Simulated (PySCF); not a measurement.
# Correlation energy of Ar⁺ (argon, charge +1)

[Ne] 3s2 3p4 4s1, high-spin 4P determinant (an excited configuration). Calculation: PySCF 2.14, in dyall-acv3z (19s12p6d4f, 113 functions); the spin-free X2C one-electron Hamiltonian (Gaussian nucleus). Frozen: [Ne]; 7 electrons correlated; the 23 highest virtual orbitals of each spin left out.

MP2 pair energies summed by pair of shells (mhartree):

| pair | energy | share (%) |
| --- | --- | --- |
| 3p-3p | -63.63 | 41.4 |
| 3s-3p | -62.34 | 40.5 |
| 3p-4s | -12.91 | 8.4 |
| 3s-3s | -10.31 | 6.7 |
| 3s-4s | -4.55 | 3.0 |

Total MP2 correlation energy: -153.74 mhartree.

Same-spin part -40.10 and opposite-spin part -113.64 mhartree; SCS-MP2 scales them by 1/3 and 6/5 to -149.73 mhartree.
